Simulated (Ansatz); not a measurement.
Start from `[Li][S]C` and change one atom or group to get `C[S][InH2]`.

Ansatz, PBE0-D4/def2-TZVP geometries, multiplicity 1. 

Elements past krypton have def2 core potentials.

```tsv
property	`[Li][S]C`
size of the dipole moment (ωB97M-V/def2-TZVPP) / D	6.55
HOMO energy (ωB97M-V/def2-TZVPP) / eV	-7.28
size of the dipole moment (B3LYP/def2-TZVPP) / D	6.43
HOMO–LUMO gap (PBE/def2-TZVPP) / eV	2.23
HOMO–LUMO gap (PBE0/def2-TZVPP) / eV	3.83
HOMO–LUMO gap (B3LYP/def2-TZVPP) / eV	3.35
```

Problem. What does the change do to each property? (An estimate is asked.)

Solution. The calculation gave: 
```
                                          property  `C[S][InH2]`  shift
size of the dipole moment (ωB97M-V/def2-TZVPP) / D          1.53  -5.02
             HOMO energy (ωB97M-V/def2-TZVPP) / eV         -8.98  -1.70
  size of the dipole moment (B3LYP/def2-TZVPP) / D          1.44  -4.99
               HOMO–LUMO gap (PBE/def2-TZVPP) / eV          3.49   1.26
              HOMO–LUMO gap (PBE0/def2-TZVPP) / eV          5.27   1.44
             HOMO–LUMO gap (B3LYP/def2-TZVPP) / eV          4.80   1.45
```

With PBE0 the HOMO falls by 1.72 eV and the LUMO falls by 0.29 eV, so the gap widens by about 1.43 eV. PBE moves the HOMO by -1.72 eV and ωB97M-V by -1.70 eV. The zero-point energy changes by 31.7 kJ/mol with +6 modes. Dipoles are sizes alone; their direction can turn.

B3LYP here is the variant with VWN-RPA as its local correlation; programs differ in this.
